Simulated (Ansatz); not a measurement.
Correlation energies of AlH8NOSi2, SMILES `N[Si](O)([AlH2])[SiH3]` by basis set

```tsv
atom	x (Å)	y (Å)	z (Å)
N1	-1.3104	-0.8294	-0.9033
Si2	-0.1290	-0.3255	0.2476
O3	-0.3121	-0.9354	1.7906
Al4	2.0247	-0.9434	-0.7886
Si5	-0.4423	1.9777	0.5405
H6	-1.2351	-1.7052	-1.3948
H7	-2.2683	-0.5173	-0.8585
H8	-0.2514	-1.8869	1.8931
H9	2.2506	-2.4303	-1.3270
H10	3.2139	0.0965	-0.9729
H11	-0.0222	2.6975	-0.6947
H12	0.3596	2.5025	1.6787
H13	-1.8780	2.2993	0.7894
```

The species carries charge 0 and has multiplicity 1. The geometry is a stationary point of PBE0-D4/def2-TZVP. It is one conformer, not always the lowest. Frozen core, restricted reference, Ansatz 0.2.0. CBS rows extrapolate triple and quadruple zeta; past MP2 they add the triple-zeta difference.

| basis | HF (Eh) | MP2 corr. |
| --- | --- | --- |
| def2-TZVPP | -953.89824 | -0.78338 |
| def2-QZVPP | -953.92998 | -0.84384 |

Estimate the CCSD correlation energy and the (T) correction in each basis where they were run (hartree).


```csv
basis,CCSD corr.,(T)
def2-TZVPP,-0.84317,-0.03063
CBS(def2),-0.94842,as TZ
```
